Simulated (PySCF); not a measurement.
Molecule: SMILES F[C@@H]1CC=C[C@@H](F)C1, C6H8F2.

Cartesian coordinates in Å; atom numbers follow the order of the lines, from 1:
```xyz
16

F     0.754   -2.442   -0.416
C     0.340   -1.127   -0.522
C     1.479   -0.207   -0.099
C     0.999    1.197    0.076
C    -0.276    1.530    0.202
C    -1.387    0.521    0.173
F    -2.043    0.610   -1.053
C    -0.882   -0.904    0.361
H     0.077   -0.974   -1.576
H     2.283   -0.239   -0.838
H     1.894   -0.573    0.846
H     1.766    1.958    0.110
H    -0.579    2.561    0.300
H    -2.154    0.764    0.921
H    -0.611   -1.056    1.407
H    -1.668   -1.613    0.095
```

Frames of a GFN2-xTB Langevin trajectory at 200 K; GIAO PBE0/pcSseg-1 shieldings in PySCF 2.14.0 with density-fitted response routines, gas phase, non-relativistic; equivalent atoms averaged within each frame.

Referencing at the same level of theory: CFCl3 for 19F (σ = 170.95 ppm); 13C (σ = 186.93 ppm), 1H (σ = 31.72 ppm) against TMS. The references are static minima.

**Question.** How do the shifts (ppm) fluctuate along the trajectory?

**Answer.** 
```tsv
time (fs)	F7	F1	C4	C5	C2	C6	C8	C3	H13	H12
optimised geometry	-191.8	-213.3	140.0	133.0	88.5	88.9	40.1	37.3	6.23	6.24
250	-189.5	-211.6	137.6	133.2	94.0	93.1	46.6	42.0	6.81	6.70
425	-210.0	-218.1	142.7	136.8	88.3	84.1	45.7	43.0	6.25	6.20
625	-200.3	-203.2	146.5	144.8	96.8	85.5	39.2	37.9	6.63	7.00
800	-187.5	-209.2	143.2	136.5	94.9	92.0	41.9	46.3	6.82	6.13
1000	-197.5	-217.2	145.7	137.4	86.0	86.9	42.4	34.4	6.90	6.59
mean of frames	-196.9	-211.8	143.2	137.8	92.0	88.3	43.2	40.7	6.68	6.52
standard deviation	9.0	6.1	3.5	4.3	4.6	4.0	3.0	4.6	0.26	0.36
```

5 frames give an uncertainty of the mean of about the standard deviation over 2.2 at best, since frames this close in time may not be independent; classical motion lacks zero-point vibration, and the reference would need the same averaging.
